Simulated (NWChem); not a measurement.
CH6OSeSi; SMILES CO[SiH2][SeH]

Computed with NWChem. This build's default masses of Se (78.918 u) and Br (79.917 u) are each other's, which moves their modes by up to 0.6 %. Each level has its own optimisation; frequencies are unscaled. One conformer.

```csv
level,r Se–Si (Å),r O–Si (Å),r H–Se (Å),r C–O (Å),highest harmonic frequency (cm⁻¹),lowest (cm⁻¹),zero-point energy (kcal/mol),dipole (D)
Hartree-Fock/3-21G,2.395,1.660,1.471,1.433,3298,67,45.2,2.44
Hartree-Fock/STO-3G,2.264,1.681,1.437,1.425,3694,86,51.7,2.25
PBE0/def2-SVP,2.289,1.658,1.471,1.401,3146,74,42.9,1.70
```
